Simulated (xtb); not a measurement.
Ge(F)2(SeH)2 (F₂GeH₂Se₂), SMILES [SeH][Ge]([F])([SeH])[F]. All values are semi-empirical tight-binding results from xtb (GFN2-xTB unless named), good for trends rather than for accurate numbers. Coordinates come from a GFN2-xTB optimisation. Other conformers were not sampled.

Optimised geometry:

Bond lengths (Å): F1–Ge2 1.775, Ge2–F3 1.776, Ge2–Se4 2.378, Ge2–Se5 2.379, Se4–H6 1.452, Se5–H7 1.452. Angles (°): F1–Ge2–F3 95.9, F1–Ge2–Se4 106.5, F1–Ge2–Se5 110.8, F3–Ge2–Se4 110.6, F3–Ge2–Se5 106.6, Se4–Ge2–Se5 123.1, Ge2–Se4–H6 91.6, Ge2–Se5–H7 91.3.
Charge 0, spin multiplicity 1.

For metal compounds this method's bond lengths and energies can be far off.

Computed properties:
```
Item                                           Result
-------------------------------------  --------------
orbital gap                                   2.65 eV
zero-point energy                       10.3 kcal/mol
G − E(el) at 298.15 K (modified RRHO)  -13.8 kcal/mol
```

Computed atomic charges and the Wiberg bond orders between heavy atoms:
charges (e) F1 -0.28, Ge2 0.42, F3 -0.28, Se4 -0.07, Se5 -0.07, H6 0.14, H7 0.14. Bond orders F1–Ge2 1.04, Ge2–F3 1.04, Ge2–Se4 0.82, Ge2–Se5 0.82.
